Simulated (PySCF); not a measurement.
# Magnetisability: `[GaH2][CH]1CCCC1`, C$_{5}$H$_{11}$Ga

Molfile (atoms numbered from 1):
```
C5H11Ga
     RDKit          3D

 17 17  0  0  0  0  0  0  0  0999 V2000
    2.1664    0.2957   -0.2517 Ga  0  0  0  0  0  3  0  0  0  0  0  0
    0.6915   -0.1005    1.1285 C   0  0  0  0  0  0  0  0  0  0  0  0
   -0.0802   -1.3067    0.5892 C   0  0  0  0  0  0  0  0  0  0  0  0
   -0.9081   -0.6808   -0.5220 C   0  0  0  0  0  0  0  0  0  0  0  0
   -1.4142    0.6244    0.0961 C   0  0  0  0  0  0  0  0  0  0  0  0
   -0.3168    1.0642    1.0837 C   0  0  0  0  0  0  0  0  0  0  0  0
    2.9345   -0.8563   -1.0432 H   0  0  0  0  0  0  0  0  0  0  0  0
    2.5166    1.7876   -0.6942 H   0  0  0  0  0  0  0  0  0  0  0  0
    1.0417   -0.2787    2.1512 H   0  0  0  0  0  0  0  0  0  0  0  0
   -0.7328   -1.7361    1.3534 H   0  0  0  0  0  0  0  0  0  0  0  0
    0.5855   -2.0958    0.2156 H   0  0  0  0  0  0  0  0  0  0  0  0
   -1.7159   -1.3202   -0.8760 H   0  0  0  0  0  0  0  0  0  0  0  0
   -0.2420   -0.4550   -1.3726 H   0  0  0  0  0  0  0  0  0  0  0  0
   -1.6117    1.3808   -0.6636 H   0  0  0  0  0  0  0  0  0  0  0  0
   -2.3470    0.4366    0.6304 H   0  0  0  0  0  0  0  0  0  0  0  0
    0.1699    1.9915    0.7463 H   0  0  0  0  0  0  0  0  0  0  0  0
   -0.7444    1.2613    2.0685 H   0  0  0  0  0  0  0  0  0  0  0  0
  1  2  1  0
  2  3  1  0
  3  4  1  0
  4  5  1  0
  5  6  1  0
  6  2  1  0
  1  7  1  0
  1  8  1  0
  2  9  1  0
  3 10  1  0
  3 11  1  0
  4 12  1  0
  4 13  1  0
  5 14  1  0
  5 15  1  0
  6 16  1  0
  6 17  1  0
M  END
```

Level of theory: GIAO HSE06/3-21G magnetisability, rotational g tensor and spin-rotation constants, non-relativistic, gas phase (PySCF). Geometry: GFN2-xTB.

The calculation is non-relativistic, which matters for the atoms heavier than Zn.

What are the magnetisability and the molar susceptibility?

Isotropic -1321 × 10⁻³⁰ J/T², or -79.5 × 10⁻⁶ cm³/mol; principal values -1440, -1281, -1242 × 10⁻³⁰ J/T², anisotropy 181 × 10⁻³⁰ J/T² (root of half the summed squared differences of the principal values). The susceptibility is in cgs units.

Split it along the inertial axes a, b, c into diamagnetic and paramagnetic parts about the centre of mass, with the quadrupole moment.


| axis | χ (10⁻⁶ cm³/mol) | diamagnetic (10⁻⁶ cm³/mol) | paramagnetic (10⁻⁶ cm³/mol) | summed x² of all electrons (Å²) | quadrupole Θ (D Å) |
| --- | --- | --- | --- | --- | --- |
| a | -81.7 | -411.4 | 329.7 | 170.0 | +0.06 |
| b | -75.5 | -892.1 | 816.6 | 56.7 | -2.82 |
| c | -81.4 | -961.8 | 880.4 | 40.3 | +2.76 |

Anisotropies 2χaa − χbb − χcc = -6.5 and 2χbb − χaa − χcc = +12.2 × 10⁻⁶ cm³/mol. Θ is traceless in Buckingham's convention.

And the rotational g tensor?


```tsv
axis	rotational constant (GHz)	g	nuclear part	electronic part
a	4.3718	-0.0177	0.6595	-0.6772
b	1.4942	-0.0092	0.5640	-0.5733
c	1.3932	-0.0069	0.5694	-0.5762
```
Asymmetric top; isotopes 12C, 69Ga, 1H; no vibrational averaging.
